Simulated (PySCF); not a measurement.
Al(Cl)(Me)(SMe) (C2H6AlClS), SMILES C[S][Al]([CH3])[Cl].

Geometry optimised at B3LYP-D3(BJ)/def2-SVP. The structure was generated by enumeration; whether it is a known compound was not checked. The values are those of a single conformer.

Two levels are set side by side: PBE/def2-TZVP (PySCF) and CAM-B3LYP/def2-TZVP (PySCF). Same geometry, gas phase. Differences are taken from unrounded values.

```tsv
quantity	CAM-B3LYP
orbital gap (eV)	8.86
highest occupied level (eV)	-8.53
lowest empty level (eV)	0.34
dipole moment (D)	3.22
mean polarisability (bohr³)	80.3
```

Q: What does PBE give, and how far is it from CAM-B3LYP? (The exact figures need the calculation; the answer reports its results.)

A: 
| quantity | PBE | PBE minus CAM-B3LYP |
|---|---|---|
| orbital gap (eV) | 4.67 | -4.19 |
| highest occupied level (eV) | -6.05 | 2.48 |
| lowest empty level (eV) | -1.38 | -1.71 |
| dipole moment (D) | 3.16 | -0.06 |
| mean polarisability (bohr³) | 84.7 | 4.4 |

Without exact exchange PBE keeps part of each electron's self-repulsion, which lifts occupied levels and narrows the gap. Loosely held outer electrons make PBE densities more polarisable. Differences between two approximate levels are no errors against the true value.

Rough cost on one machine, each run with all the roots and properties that it gave: CAM-B3LYP against PBE within a factor of 2.
